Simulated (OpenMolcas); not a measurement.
**Fe3+: moving the ligands**

Fe3+ with 4 ligands (bromide) in tetrahedral coordination (Td) at 2.4 Å. A charge of +0.25 e stands 3.2 Å behind each ligand. Ligand basis ANO-RCC-VDZP.
```
Fe    0.0000    0.0000    0.0000
Br    1.3856    1.3856    1.3856
Br    1.3856   -1.3856   -1.3856
Br   -1.3856    1.3856   -1.3856
Br   -1.3856   -1.3856    1.3856
```

```
Program             : OpenMolcas
Method              : CASSCF
Basis               : ANO-RCC-VDZP [5s4p2d1f]
Scalar Hamiltonian  : DKH2, point nucleus
Active space        : 5 electrons in 5 orbitals (3d)
State averaging     : 2S+1 = 6 even, 1 root; 2S+1 = 4 even, 24 roots; 2S+1 = 2 even, 75 roots
Spin-orbit coupling : RASSI with atomic mean-field integrals over the reference wave functions
```

Runs around this geometry, states (labels of Td). Energies in cm-1 above the lowest state or level, χT in cm3 K/mol.

| R (Å) | Ground state | First gap with spin-orbit (degeneracies) | χT at 300 K | First state of another spin |
| --- | --- | --- | --- | --- |
| 2.36 | 6A1 | 29855 (6, 2) | 4.386 | 4T1 29890 |
| 2.4 | 6A1 | 30365 (6, 2) | 4.386 | 4T1 30396 |
| 2.55 | 6A1 | 31837 (6, 2) | 4.386 | 4T1 31859 |

Without dynamic correlation the repulsion within the d shell is too large (B by tens of per cent), so at a given field states of lower spin stand too high. Ligand-to-metal charge-transfer states are missing. With no ligand orbital active B as a rule stays too high, so bands that hang on it stand too high and its fall with covalency is understated. With metal d orbitals alone and no dynamic correlation the field as a rule comes out too small, by tens of per cent, by up to half for chloride and softer ligands. No measured value stands beside these numbers; the geometry is a model, was not optimised and need not be the one that this ion takes.
